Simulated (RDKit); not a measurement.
Job for RDKit: UFF on H2 (SMILES [H][H]).

```python
from rdkit import Chem
from rdkit.Chem import AllChem, rdDetermineBonds

blocks = [
'''2

H     0.00000000    0.00000000    0.37198582
H    -0.00000000   -0.00000000   -0.37198582
''',
]
mol = None
for b in blocks:
    f = Chem.MolFromXYZBlock(b)
    rdDetermineBonds.DetermineBonds(f, charge=0)
    mol = f if mol is None else Chem.CombineMols(mol, f)
Chem.SanitizeMol(mol)
print(Chem.MolToSmiles(Chem.RemoveHs(mol)))
ff = AllChem.UFFGetMoleculeForceField(mol, vdwThresh=100.0, ignoreInterfragInteractions=False)
e = ff.CalcEnergy()
print(f'UFF energy {e:.6f} kcal/mol')
```

The log:

```
[H][H]
UFF energy 0.613758 kcal/mol
```

The run finished.

Cost: very roughly 0.03 core-seconds.
